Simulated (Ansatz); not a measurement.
`[OH][Hf]([F])([Cl])[Cl]` + NH₃ → `[NH2][Hf]([OH])([F])[Cl]` + HCl at 700 K and 1 bar (ligand exchange at the Hf–Cl bond).

Isolated molecules relaxed with PBE0-D4/def2-TZVP in Ansatz; ΔE leaves out vibrations. CCSD(T)/CBS is the MP2 limit (def2-TZVPP, def2-QZVPP) plus CCSD(T) − MP2 in def2-TZVPP, frozen cores. This one scheme is used for every species. def2 core potentials past Kr. For Hf outer-core shells are correlated without core-valence functions, which leaves a few kJ/mol of doubt a bond. One conformer a species, not always the lowest.

| species | CCSD(T)/CBS energy (Eh) | H − E (kJ/mol) | S (J/(mol·K)) |
| --- | --- | --- | --- |
| `[OH][Hf]([F])([Cl])[Cl]` | -1143.33676 | 114.2 | 486.3 |
| NH₃ | -56.50880 | 116.9 | 226.5 |
| `[NH2][Hf]([OH])([F])[Cl]` | -739.42806 | 186.6 | 509.4 |
| HCl | -460.38127 | 38.4 | 211.8 |

H − E and S are ideal-gas, rigid-rotor, harmonic terms from PBE0-D4/def2-TZVP, for one conformer and one mirror image of each species. 1 Eh = 2625.50 kJ/mol, R = 8.31446 J/(mol·K).

Problem. By hand: ΔE, ΔH, ΔS and ΔG.

Solution. ΔE = (-739.42806) + (-460.38127) − (-1143.33676) − (-56.50880) = 0.03623 Eh = 95.1 kJ/mol. Δ(H − E) = 186.6 + 38.4 − 114.2 − 116.9 = -6.1, so ΔH = 89.0 kJ/mol. ΔS = 509.4 + 211.8 − 486.3 − 226.5 = 8.4 J/(mol·K). ΔG = 89.0 − 700 × (8.4)/1000 = 83.1 kJ/mol.

Problem. By hand: the equilibrium constant, and the temperature at which ΔG would vanish if ΔH and ΔS stayed fixed.

Solution. log₁₀ K = −ΔG/(RT ln 10) = -6.2. ΔG = 0 at ΔH/ΔS = 10595 K, far beyond where these terms or the molecules hold.

The number of gas molecules stays the same, so ΔS is small and ΔH decides. A doubt of 5 kJ/mol in ΔE shifts log₁₀ K by 0.4 here. Other conformers and mirror images would add mixing entropy, several J/(mol·K) or more a flexible species. These are equilibria of isolated gas molecules and say nothing of rates. Largest T1 diagnostic: 0.015 (customary marks: 0.02 for closed shells, 0.045 for open ones).
